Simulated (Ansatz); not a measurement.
```yaml
crystal:
  periodic: [false, false, false]
  atoms:
    - {symbol: C, position_ang: [-1.059666, 1.605774, 1.485400]}
    - {symbol: C, position_ang: [-1.607017, 1.080667, 0.392463]}
    - {symbol: Si, position_ang: [-0.702065, -0.076496, -0.749118]}
    - {symbol: N, position_ang: [0.678508, -0.693467, 0.064102]}
    - {symbol: C, position_ang: [1.835095, -1.239855, -0.613179]}
    - {symbol: H, position_ang: [-0.030540, 1.391414, 1.760131]}
    - {symbol: H, position_ang: [-1.608376, 2.270671, 2.147042]}
    - {symbol: H, position_ang: [-2.642264, 1.331984, 0.164093]}
    - {symbol: H, position_ang: [-0.196328, 0.606789, -1.972829]}
    - {symbol: H, position_ang: [-1.688731, -1.102394, -1.213881]}
    - {symbol: H, position_ang: [0.534222, -1.085696, 0.982022]}
    - {symbol: H, position_ang: [1.738042, -2.303955, -0.865909]}
    - {symbol: H, position_ang: [2.736727, -1.118694, -0.005357]}
    - {symbol: H, position_ang: [1.999693, -0.695842, -1.546182]}
basis:
  gaussian: {orbitals: def2-SVPD}
total_charge: 1
magnetization: {spin_polarized: true, initial_magnetization: 1}
hamiltonian: {xc: {name: B2GP-PLYP}}
charge: 1
output: {forces: true}
```

```sh
$ ansatz run in.yaml --threads 4 --pin off --events-out ev --progress --plain --max-ram 10444MiB
```

Output, abridged:

```
Error: YAML parse error: error: line 23 column 1: unknown field `charge`, expected one of crystal, accuracy, basis, kpoints, hamiltonian, magnetization, projection, total_charge, correlation, batch, efield, external_charges, scf, relax, neb, saddle, md, ramp, phonons, dielectric, real_time, elastic, magnetic_configurations, gw, evaluate, workflow, output, checkpoint, execution
21 | magnetization: {spin_polarized: true, initial_magnetization: 1}
22 | hamiltonian: {xc: {name: B2GP-PLYP}}
23 | charge: 1
24 | output: {forces: true}
```

In this input the input holds a key that doesn't belong there. The program refused the input.
